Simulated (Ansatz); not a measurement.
Basis-set extrapolation for BF₂H₄NOSi (`NB(O)[SiH](F)F`) (PBE0-D4/def2-TZVP geometry, frozen core, Ansatz 0.2.0). Multiplicity 1, RHF reference.

```tsv
	def2-TZVPP	def2-QZVPP
HF	-644.543414	-644.570120
MP2 correlation	-1.160427	-1.260597
CCSD(T) correlation	-1.224062	not run
```

Energies in hartree. Use E(X) = E(∞) + A·exp(−7.88·√X) for Hartree–Fock and E(X) = E(∞) + B·X^(−2.97) for correlation, with X = 3 and 4, and add CCSD(T) minus MP2 of the smaller set to the MP2 limit.

Q: What is the CCSD(T) energy at the basis-set limit?

A: HF limit: -644.570120 + (-0.026706) × 0.13774 = -644.57380. MP2 limit: -1.260597 + (-0.100170) × 0.74074 = -1.33480. Higher-order term: -1.224062 − (-1.160427) = -0.06363. Total: -645.97223 hartree, 537.6 kJ/mol below CCSD(T)/def2-TZVPP.
